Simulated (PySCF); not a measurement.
Substituent chemical shifts

Parent skeleton `[cH:1]1[cH:2][c:3]2[s:4][cH:5][cH:6][c:7]2[nH:8]1`; one hydrogen on atom 6 is replaced by X. Hydrogens on one atom are averaged.

PySCF calculation with NMR shieldings at PBE0/pcSseg-1/GIAO and GFN2-xTB structure; single conformer, gas phase, no relativistic terms.

Scale: $^{13}$C, $^{1}$H vs TMS; $^{33}$S against CS2; NH3 for $^{15}$N (reference shieldings calculated alike).

Parent (X = H): C1 124.0, C2 106.8, C3 134.1, S4 136.6, C5 131.6, C6 113.3, C7 141.1, N8 149.9, H(C1) 6.90 ppm. Effects are Δδ = δ(X) − δ(H), positive for deshielding.

(1) Give Δδ (ppm) for X = Cl, SH, N=CH2, NH2, C2H5, vinyl, CH2SiH3, OSiH3, SCH3.

(2) Which position responds most, and to which substituents?

## Answers

(1) 
```csv
X,SMILES,C1,C2,C3,S4,C5,C6,C7,N8,H(C1)
Cl,Clc1csc2cc[nH]c12,+0.8,+0.9,-0.8,-6.1,-5.2,+5.1,-3.8,-0.2,+0.05
SH,Sc1csc2cc[nH]c12,+0.3,+1.4,+0.3,+2.6,-6.0,+0.6,-2.0,-1.3,+0.02
N=CH2,C=Nc1csc2cc[nH]c12,+0.1,+0.2,-1.1,-17.0,-18.1,+27.2,-2.6,+0.7,+0.06
NH2,Nc1csc2cc[nH]c12,-0.8,+0.8,+0.2,-46.3,-27.4,+20.8,-8.0,-3.5,-0.06
C2H5,CCc1csc2cc[nH]c12,-0.6,+0.7,+0.7,-12.4,-5.1,+17.9,-1.1,-1.8,+0.00
vinyl,C=Cc1csc2cc[nH]c12,+0.2,-0.2,+1.1,-5.3,+3.7,+15.1,-3.0,+4.1,+0.07
CH2SiH3,[SiH3]Cc1csc2cc[nH]c12,-0.2,+0.7,+0.7,-8.5,-6.4,+11.5,-1.2,-0.2,+0.02
OSiH3,[SiH3]Oc1csc2cc[nH]c12,+0.1,+0.4,-1.3,-51.3,-26.5,+31.1,-8.2,-0.8,+0.01
SCH3,CSc1csc2cc[nH]c12,-0.1,+0.2,+0.3,+3.7,-15.5,+10.2,-3.4,-0.3,+0.00
```

(2) S4: from -51.3 ppm with OSiH3 to +3.7 ppm with SCH3.

Experimental scales use liquid or dissolved standards, which lie at an offset from isolated NH3 (liquid NH3: subtract about 20 ppm).
